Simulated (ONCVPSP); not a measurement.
**An all-electron radial function and its pseudo partner (Sb)**

Columns: radius, all-electron u(r) and pseudo u(r) of the 4p shell (level -102.34 eV) of antimony in the configuration [Ar] 3d10 4s2 4p6 4d10 5s1.5 5p3.5; LDA (Perdew-Wang 92), scalar-relativistic, ONCV scheme, ONCVPSP 4.0.1.

```json
{"r (bohr)": "0.060", "all-electron": "0.4594", "pseudo": "0.0123"}
{"r (bohr)": "0.120", "all-electron": "0.0637", "pseudo": "0.0502"}
{"r (bohr)": "0.180", "all-electron": "-0.4871", "pseudo": "0.1156"}
{"r (bohr)": "0.240", "all-electron": "-0.6952", "pseudo": "0.2102"}
{"r (bohr)": "0.300", "all-electron": "-0.5583", "pseudo": "0.3333"}
{"r (bohr)": "0.360", "all-electron": "-0.2269", "pseudo": "0.4798"}
{"r (bohr)": "0.420", "all-electron": "0.1654", "pseudo": "0.6407"}
{"r (bohr)": "0.480", "all-electron": "0.5313", "pseudo": "0.8032"}
{"r (bohr)": "0.540", "all-electron": "0.8272", "pseudo": "0.9531"}
{"r (bohr)": "0.600", "all-electron": "1.0400", "pseudo": "1.0776"}
{"r (bohr)": "0.660", "all-electron": "1.1720", "pseudo": "1.1669"}
{"r (bohr)": "0.720", "all-electron": "1.2357", "pseudo": "1.2166"}
{"r (bohr)": "0.780", "all-electron": "1.2453", "pseudo": "1.2269"}
{"r (bohr)": "0.840", "all-electron": "1.2150", "pseudo": "1.2024"}
{"r (bohr)": "0.900", "all-electron": "1.1571", "pseudo": "1.1504"}
{"r (bohr)": "0.960", "all-electron": "1.0818", "pseudo": "1.0790"}
{"r (bohr)": "1.020", "all-electron": "0.9968", "pseudo": "0.9959"}
{"r (bohr)": "1.080", "all-electron": "0.9080", "pseudo": "0.9077"}
{"r (bohr)": "1.140", "all-electron": "0.8194", "pseudo": "0.8192"}
{"r (bohr)": "1.200", "all-electron": "0.7337", "pseudo": "0.7335"}
{"r (bohr)": "1.260", "all-electron": "0.6528", "pseudo": "0.6526"}
{"r (bohr)": "1.320", "all-electron": "0.5777", "pseudo": "0.5776"}
{"r (bohr)": "1.380", "all-electron": "0.5089", "pseudo": "0.5088"}
{"r (bohr)": "1.440", "all-electron": "0.4466", "pseudo": "0.4465"}
{"r (bohr)": "1.500", "all-electron": "0.3906", "pseudo": "0.3905"}
{"r (bohr)": "1.560", "all-electron": "0.3407", "pseudo": "0.3406"}
```

Problem. How many radial nodes do the two functions have?

Solution. The all-electron 4p function has n − l − 1 = 2; the pseudo-wave has 0, since the states of the same l below it are removed with the core.

Problem. At about which radius was the pseudo-wave matched?

Solution. 1.15 bohr. The columns agree to 0.0005 from 1.08 bohr on; several derivatives are matched, so the curves merge somewhat inside the radius.

Problem. Where does each function peak?

Solution. Outermost all-electron maximum near 0.78 bohr, pseudo maximum near 0.78 bohr (to the table’s step).

Problem. Is the pseudo-wave norm-conserving?

Solution. Yes: the ONCV scheme keeps the norm inside the radius equal to the all-electron one, which fixes the energy derivative of the logarithmic derivative at the level.
